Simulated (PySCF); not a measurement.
A calculated (B3LYP, PySCF 2.14, def2-TZVP, the non-relativistic Hamiltonian (point nucleus)) atom or ion has these occupied shells.

```
shell  electrons  orbital energy (eV)  rms radius, mean of both spins (bohr)
   1s          2              -1822.6                                  0.129
   2s          2              -166.22                                  0.620
   2p          6              -121.53                                  0.602
   3s          2              -29.523                                   2.10
```

Q: Name the element and its charge.

A: Si²⁺ (silicon, charge +2), in [Ne] 3s2, closed-shell 1S.
